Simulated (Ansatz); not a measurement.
An input meant for the cluster AlCl3 (charge 0, singlet).

```yaml
crystal:
  periodic: [false, false, false]
  atoms:
    - {symbol: Al, position_ang: [-0.000015, 0.000007, 0.000022]}
    - {symbol: Cl, position_ang: [-1.932212, -0.598736, 0.473846]}
    - {symbol: Cl, position_ang: [1.478150, -0.010081, 1.459970]}
    - {symbol: Cl, position_ang: [0.454078, 0.608810, -1.933828]}
basis:
  gaussian: {orbitals: def2-mTZVP, final_grid: {core_spheres: 8, valence_spheres: 7, degree: 23}}
hamiltonian: {xc: {name: B97}}
outputs: {forces: true}
```

```sh
$ ansatz run in.yaml --threads 2 --pin off --events-out ev --progress --plain --max-ram 4352MiB
```

Shortened log:

```
Error: YAML parse error: error: line 11 column 1: unknown field `outputs`, expected one of crystal, accuracy, basis, kpoints, hamiltonian, magnetization, projection, total_charge, correlation, batch, efield, external_charges, scf, relax, neb, saddle, md, ramp, phonons, dielectric, real_time, elastic, magnetic_configurations, gw, evaluate, workflow, output, checkpoint, execution
  --> <input>:11:1
   |
 9 |   gaussian: {orbitals: def2-mTZVP, final_grid: {core_spheres: 8, …
10 | hamiltonian: {xc: {name: B97}}
11 | outputs: {forces: true}
   | ^ unknown field `outputs`, expected one of crystal, accuracy, basis, kpoints, hamiltonian, magnetization, projection, total_charge, correlation, batch, efield, external_charges, scf, relax, neb, saddle, md, ramp, phonons, dielectric, real_time, elastic, magnetic_configurations, gw, evaluate, workflow, output, checkpoint, execution
```

Something in this input is off. What?

The input holds a key that doesn't belong there. The input was rejected before any iteration.
